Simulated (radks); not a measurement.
Rh II, 44 electrons, occupied as [Kr] 4d7.5 5p0.5 (fractional occupations, a model configuration). All-electron calculation, Dirac Kohn-Sham, PBEsol, spin-unpolarised, spherical densities, finite nucleus; open shells are shared between the two j in proportion to 2j + 1; Fermi nuclear charge, rms radius 4.4945 fm. Program: a radial shooting solver on a logarithmic mesh with Libxc functionals.

Radial electron density D(r) = 4 pi r^2 rho(r):

```
   r/bohr * D(r) (the largest magnitude, 71.2, reaches the edge; | marks zero)
 0.001285 |*
 0.001496 | *
 0.001727 | *
 0.002011 |  *
 0.002322 |   *
 0.002703 |    *
 0.003122 |     *
 0.003635 |      *
 0.004198 |        *
 0.004887 |           *
 0.005644 |             *
  0.00657 |                 *
 0.007588 |                    *
 0.008833 |                        *
   0.0102 |                            *
  0.01188 |                                *
  0.01372 |                                    *
  0.01597 |                                        *
  0.01844 |                                          *
  0.02147 |                                            *
  0.02479 |                                            *
  0.02886 |                                          *
  0.03333 |                                        *
   0.0388 |                                      *
  0.04481 |                                     *
  0.05217 |                                      *
  0.06025 |                                         *
  0.07014 |                                              *
  0.08101 |                                                   *
  0.09431 |                                                      *
   0.1089 |                                                      *
   0.1268 |                                                  *
   0.1464 |                                            *
   0.1705 |                                      *
   0.1969 |                                   *
   0.2292 |                                     *
   0.2647 |                                         *
   0.3081 |                                           *
   0.3559 |                                        *
   0.4143 |                                *
   0.4784 |                       *
    0.557 |               *
   0.6433 |           *
   0.7488 |          *
   0.8648 |           *
    1.007 |           *
    1.163 |         *
    1.354 |       *
    1.563 |    *
     1.82 |  *
    2.102 | *
    2.447 |*
    2.826 |*
     3.29 *
    3.799 *
    4.423 *
    5.108 *
    5.946 *
    6.867 *
    7.995 *
    9.233 *
    10.75 *
```

D(r) has 4 maxima, at r = 0.0231, 0.101, 0.308, 0.922 bohr, and minima at 0.0459, 0.200, 0.714 bohr, inside which lie 2.05, 11.16, 29.11 electrons.
